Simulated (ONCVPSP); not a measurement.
# Ar: one change to an ONCV potential, before and after

ONCVPSP 4.0.1 input, shortened (lines: element, Z, core and valence counts, functional; n l f; lmax; l rc ep ncon nbas qcut; lloc lpopt rc5 dvloc0; l nproj debl; icmod fcfact rcfact), PBE, scalar-relativistic:

```
  Ar 18.00    3    2        4      upf
    1    0    2.00
    2    0    2.00
    2    1    6.00
    3    0    2.00
    3    1    6.00
    2
    0    1.10    0.00    4    7    6.70
    1    0.95    0.00    3    7    7.90
    2    0.85    0.36    3    8   11.80
    4    4    0.70    0.00
    0    3    1.50
    1    3    0.90
    2    2    3.40
    3    3.25    1.40
```

All-electron outer shells of the reference configuration (PBE, scalar-relativistic, ld1.x):

```
shell  level (eV)  outermost node (bohr)  outermost maximum (bohr)
   2s     -296.99                   0.12                      0.34
   2p     -229.89                      –                      0.28
   3s      -24.29                   0.52                      1.17
   3p      -10.27                   0.49                      1.30
```

Change: all radii but the core radius scaled by about 1.07 (s 1.18, p 1.02, d 0.90 bohr); local potential polynomial inside 0.74 bohr (lpopt 4, dvloc0 0 Ha).

Cutoffs: the cutoffs (Ha) at which the residual kinetic energy of the hardest occupied pseudo-wave falls to 1 and 0.1 mHa per electron; they do not see the model core or the augmentation charge, which bear on the density cutoff. Errors are all-electron minus pseudo energies relative to the spin-unpolarised reference configuration.

Task: Predict the effect on cutoff, ghosts and configuration errors.

Result: The potential gets softer (26 Ha and 186 Ha → 20 Ha and 55 Ha); both files keep a bound ghost (p, s); of the 4 tests that both files solve, the error grows in 2 and shrinks in 2 by more than 15 % and 0.3 meV (median size 3.1 → 2.8 meV). A larger radius leaves more room for a smooth pseudo-wave, so fewer plane waves are needed.

| quantity | base | changed |
| --- | --- | --- |
| cutoff, loose | 26 Ha | 20 Ha |
| cutoff, tight | 186 Ha | 55 Ha |
| loose cutoff by channel | s 19 Ha, p 26 Ha | s 20 Ha, p 15 Ha |
| bound ghosts | s, p | s, p |
| GHOST(+) flags under 300 eV | none | none |
| error for 3s2 3p5, meV [ΔE 16.06 eV] | -4.2 | -1.9 |
| error for 3s2 3p4, meV [ΔE 44.72 eV] | -2.1 | +3.7 |
| error for 3s2 3p3, meV [ΔE 87.30 eV] | +19 | +31 |
| error for 3s1 3p6, meV [ΔE 30.67 eV] | -1.0 | -0.7 |
| rms error of d²Exc/dni dnj with the model core, mHa | 0.28 | 0.26 |

 A true bound ghost makes a file unfit for plane-wave use even where its test errors are small: the radial tests pick states by their node count and pass the ghost by.
